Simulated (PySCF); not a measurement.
C₄H₃F₂NSe.
Structure used (PBE0-D3(BJ)/def2-SVP), in Å, numbered top down from 1:
```
atom  x, y, z in Å
C1    -1.732    0.061   -0.100
C2    -0.271    0.362   -0.095
N3     0.162    1.567   -0.363
Se4    1.974    1.630   -0.299
C5     1.989   -0.181    0.137
F6     3.077   -0.883    0.355
C7     0.708   -0.644    0.193
F8     0.376   -1.894    0.487
H9    -2.029   -0.463    0.821
H10   -2.298    0.996   -0.189
H11   -1.990   -0.594   -0.948
```

Theory: TDDFT wB97X-D/def2-SVPD, vertical, gas phase, core orbitals frozen in the response in PySCF 2.14.0, density-fitted response routines. Relativistic effects, spin–orbit coupling among them, are left out although an element past zinc is present.

Orbital energies (eV): HOMO-3 -12.22, HOMO-2 -10.38, HOMO-1 -9.62, HOMO -9.09, LUMO 0.44, LUMO+1 0.64, LUMO+2 1.72.

Computed singlets:

| state | E (eV) | f |
| --- | --- | --- |
| S1 | 4.73 | 0.0001 |
| S2 | 5.24 | 0.135 |
| S3 | 5.41 | 0.0027 |
| S4 | 5.57 | 0.0008 |
| S5 | 5.86 | 0.053 |
| S6 | 6.33 | 0.087 |

Question: Which orbital pair leads each of S1, S2, S3, S4, S5 and S6, and how does its energy difference Δε compare with the excitation energy?

Answer: 

| state | leading configuration | weight | Δε (eV) | E (eV) | E − Δε (eV) | f | other configurations |
| --- | --- | --- | --- | --- | --- | --- | --- |
| S1 | HOMO→LUMO+1 | 0.90 | 9.72 | 4.73 | -4.99 | 0.0001 | – |
| S2 | HOMO→LUMO | 0.89 | 9.53 | 5.24 | -4.29 | 0.135 | – |
| S3 | HOMO-1→LUMO+1 | 0.87 | 10.26 | 5.41 | -4.85 | 0.0027 | – |
| S4 | HOMO-2→LUMO | 0.94 | 10.82 | 5.57 | -5.25 | 0.0008 | – |
| S5 | HOMO-1→LUMO | 0.92 | 10.07 | 5.86 | -4.21 | 0.053 | – |
| S6 | HOMO-2→LUMO+1 | 0.87 | 11.02 | 6.33 | -4.69 | 0.087 | – |

E − Δε runs from -5.25 to -4.21 eV. By orbital difference alone the order would be S2, S1, S5, S3, S4, S6.

Summed over the main configurations (up to three a state, each over 8%) of all 6 singlets, the electron leaves HOMO-2 with weight 1.81, HOMO with weight 1.79 and HOMO-1 with weight 1.79.
